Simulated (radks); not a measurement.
Values are calculated unless marked as measured or tabulated.
Spherical jellium clusters: N electrons in a uniform positive sphere of charge N and radius rs N^(1/3), rs = 4.89 bohr. Level of theory: non-relativistic Kohn-Sham, PBE, spin-polarised, spherical densities (a radial shooting solver with Libxc functionals). Levels are named by radial order and angular momentum (1s, 1p, 1d, 2s, ...), and open shells are averaged over m.

N = 6, configuration 1s2 1p(up 3, down 1). This is the lowest configuration that the search found. Occupied and some empty levels:

level    occupation  eigenvalue (eV)  <r> (bohr)
1s up             1          -3.6441       6.173
1s down           1          -3.3636       5.799
1p up             3          -2.7195       7.280
1p down           1          -2.3185       7.232
1d up             0          -1.5477       8.423
1d down           0          -1.1372       8.631
2s up             0          -1.0333       8.887
2s down           0         -0.90996       8.854
1f up             0         -0.31569       10.29

Energy (eV): total -10.2835, kinetic 7.6001, external -130.18, Hartree 64.324, exchange-correlation -18.171, background 66.147.

Electron density:

r (bohr)  n(r) (e/bohr^3)
0.289            0.001721
1.38             0.001875
2.46             0.002166
3.55             0.002460
4.64             0.002574
5.73             0.002365
6.82             0.001839
7.90             0.001175
8.99            0.0006060
10.1            0.0002623
11.2            0.0001039
12.3           0.00003948
13.3           0.00001472
14.4            5.313e-06
